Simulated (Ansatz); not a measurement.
`C[C@H]1[SiH2][C@@H]1C#N`. Total charge 0; spin multiplicity 1. The geometry is a stationary point of PBE0-D4/def2-TZVP.

```xyz
13

C    -1.568    0.746    0.291
C    -0.526   -0.280   -0.072
Si    0.728   -0.061   -1.410
C     0.918   -0.033    0.453
C     1.571   -1.091    1.147
N     2.087   -1.970    1.687
H    -1.828    0.683    1.352
H    -1.216    1.762    0.095
H    -2.479    0.596   -0.292
H    -0.839   -1.310    0.083
H     0.833    1.244   -2.093
H     1.245   -1.232   -2.141
H     1.075    0.946    0.900
```

Problem. What is the dipole moment at ωB97M-V/def2-TZVPP? (Estimate.)

Solution. Ansatz gave: 4.87 D, with components (-2.52, 3.04, -2.85) D in this frame, pointing from negative to positive charge.

Problem. And with PBE, r2SCAN, B3LYP? (Best estimate.)

Solution. Computed: PBE 4.75 D, r2SCAN 4.90 D, B3LYP 4.89 D.

Problem. Give the Mulliken charges with ωB97M-V, PBE, r2SCAN in def2-TZVPP. (Estimate.)

Solution. Ansatz gave: 
```json
{"atom": "C1", "ωB97M-V": "-0.28", "PBE": "-0.24", "r2SCAN": "-0.12"}
{"atom": "C2", "ωB97M-V": "-0.18", "PBE": "-0.07", "r2SCAN": "-0.09"}
{"atom": "Si3", "ωB97M-V": "0.27", "PBE": "0.22", "r2SCAN": "0.33"}
{"atom": "C4", "ωB97M-V": "-0.14", "PBE": "0.00", "r2SCAN": "-0.05"}
{"atom": "C5", "ωB97M-V": "-0.20", "PBE": "-0.36", "r2SCAN": "-0.22"}
{"atom": "N6", "ωB97M-V": "-0.04", "PBE": "0.06", "r2SCAN": "-0.07"}
{"atom": "H7", "ωB97M-V": "0.12", "PBE": "0.09", "r2SCAN": "0.06"}
{"atom": "H8", "ωB97M-V": "0.08", "PBE": "0.07", "r2SCAN": "0.03"}
{"atom": "H9", "ωB97M-V": "0.11", "PBE": "0.09", "r2SCAN": "0.05"}
{"atom": "H10", "ωB97M-V": "0.12", "PBE": "0.10", "r2SCAN": "0.07"}
{"atom": "H11", "ωB97M-V": "0.00", "PBE": "-0.04", "r2SCAN": "-0.05"}
{"atom": "H12", "ωB97M-V": "0.01", "PBE": "-0.03", "r2SCAN": "-0.04"}
{"atom": "H13", "ωB97M-V": "0.12", "PBE": "0.10", "r2SCAN": "0.08"}
```

B3LYP here is the variant with VWN-RPA as its local correlation; programs differ in this.
